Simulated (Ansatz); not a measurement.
`CO[SiH2]C` → `C[SiH3]` + `C=O` at 400 K and 1 bar (β-hydride elimination).

Isolated molecules relaxed with PBE0-D4/def2-TZVP in Ansatz; ΔE leaves out vibrations. CCSD(T)/CBS adds triple-zeta CCSD(T) − MP2 to the extrapolated MP2 energy (def2 sets, frozen cores). This one scheme is used for every species. Each species was taken in one conformer, which may not be the lowest.

```
    species  CCSD(T)/CBS energy (Eh)  H − E (kJ/mol)  S (J/(mol·K))
`CO[SiH2]C`               -445.20896           284.1          369.4
  `C[SiH3]`               -330.73916           180.9          277.1
      `C=O`               -114.39408            83.9          229.4
```

H − E and S are ideal-gas, rigid-rotor, harmonic terms from PBE0-D4/def2-TZVP, for one conformer and one mirror image of each species. 1 Eh = 2625.50 kJ/mol, R = 8.31446 J/(mol·K).

By hand: ΔE, ΔH, ΔS and ΔG.

ΔE = (-330.73916) + (-114.39408) − (-445.20896) = 0.07572 Eh = 198.8 kJ/mol. Δ(H − E) = 180.9 + 83.9 − 284.1 = -19.3, so ΔH = 179.5 kJ/mol. ΔS = 277.1 + 229.4 − 369.4 = 137.1 J/(mol·K). ΔG = 179.5 − 400 × (137.1)/1000 = 124.7 kJ/mol.

By hand: the equilibrium constant, and the temperature at which ΔG would vanish if ΔH and ΔS stayed fixed.

log₁₀ K = −ΔG/(RT ln 10) = -16.3. ΔG = 0 at ΔH/ΔS = 1309 K.

The number of gas molecules changes by +1, which sets the sign of ΔS. A doubt of 5 kJ/mol in ΔE shifts log₁₀ K by 0.7 here. Other conformers and mirror images would add mixing entropy, several J/(mol·K) or more a flexible species. These are equilibria of isolated gas molecules and say nothing of rates. Largest T1 diagnostic: 0.015 (customary marks: 0.02 for closed shells, 0.045 for open ones).
